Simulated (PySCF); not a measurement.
# Core-level binding energies of V(NH)F3

V(NH)F3 (singlet state).
Bonds: V1–N2, V1–F4, V1–F5, V1–F6. Hydrogens: H3 on N2.

Computed with delta-SCF UKS SCAN, pcX-2 on the ionised atom (unc-x2c-TZVPall on a metal), pcseg-1 elsewhere, spin-free X2C in PySCF 2.14.0. These are vertical core ionisation energies against the vacuum level, from separate self-consistent calculations with and without the core hole.

Q: What binding energy does each computed site have?

A: 
```
 atom(s)  bonded to  level  binding energy (eV)  count
      N2    H and V   N 1s               405.68      1
F4/F5/F6          V   F 1s               692.27      3
```

Q: Which photon energy gives electrons from N 1s of N2 (atom 2) a kinetic energy of 20 eV, and what is their de Broglie wavelength?

A: hν = 405.68 + 20 = 425.68 eV, recoil neglected; λ = 12.264 Å/√(E/eV) = 2.74 Å.

Q: Which effective nuclear charge Zeff reproduces each element's mean 1s value in the hydrogen-like formula E = 13.606 eV × Zeff²?

A: N (Z = 7): mean 405.7 eV, Zeff = 5.46, Z − Zeff = 1.54; F (Z = 9): mean 692.3 eV, Zeff = 7.13, Z − Zeff = 1.87. Means run over the listed sites, weighted by atom count.

Atoms equivalent by their bonding share one computed value, that of the first of them. Not every level is listed. No level of vanadium is listed. Isolated species at its PBE0-D3(BJ)/def2-SVP geometry, gas phase. Metal 2p energies of this one-determinant scheme are less reliable than its 1s energies.
